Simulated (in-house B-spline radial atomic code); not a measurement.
Results of a calculation; reference values are marked as such.
**Two electrons in Ge: a parabolic dot with ħω = 40.3 meV in all three directions**

For Ge the NSM archive of the Ioffe Institute lists m_l = 1.6 m0, m_t = 0.08 m0 and ε = 16.2; the model takes one isotropic valley with the conductivity mass 3/(1/m_l + 2/m_t) = 0.117 m0, and so misses anisotropy and the other valleys. All triplets below are those of one valley; with several valleys two electrons can form a triplet in the 1s orbital itself, at an energy set by the valley splitting.

Effective-mass model with parabolic bands, a uniform dielectric constant, no image charges, no central-cell or spin-orbit terms. Two-electron levels come from full CI in B-splines with partial waves to l = 5 (up to 0.001 effective hartree above the limit).

What are the effective units, and what is the potential in them?

Ha* = 27211.386 meV × 0.117/16.2² = 12.13 meV and a* = 0.0529177 nm × 16.2/0.117 = 7.327 nm. The frequency is ω = 3.32 Ha*. The one-electron levels are 3ω/2 = 4.9800 and 5ω/2 = 8.3000 Ha*.

In these units the lowest s and p orbitals lie at 4.9800 and 8.3000, and their Coulomb and exchange integrals are J_ss = 1.4538, J_sp = 1.2115 and K_sp = 0.2423. (For a parabolic well J_ss = √(2ω/π).) Full CI gives 11.3421 for the ground singlet, 14.2320 for the sp triplet, 14.6624 for the sp singlet and 17.5520 for the lowest triplet of two s orbitals.

What does it cost to add the second electron, to first order and exactly?

To first order E = 2ε_s + J_ss = 11.4138, so the charging energy E(2) − 2E(1) is J_ss = 17.64 meV. CI gives 11.3421 − 2 × (4.9800) = 1.3821, or 16.77 meV: relaxation and correlation lower it by 0.8702 meV, 4.9 % of J_ss. The s² configuration of one-electron orbitals holds 99.2 % of the state, and the mean radius is 4.71 nm.

How far above the singlet do the triplets lie?

To first order the sp triplet lies at ε_s + ε_p + J_sp − K_sp = 14.2492, which is 34.4 meV above 2ε_s + J_ss. CI gives 14.2320 − (11.3421) = 2.8899, or 35.06 meV, 87 % of the orbital spacing of 40.28 meV. The ss triplet lies 75.33 meV up, so the lower of the two is the sp one, and its gap equals k_BT at 407 K. The sp singlet-triplet splitting is 5.222 meV, against 2K_sp = 5.879 meV. The sp singlet lies ħω above the ground state (3.3204 against 3.32), as Kohn's theorem demands for a parabolic well.
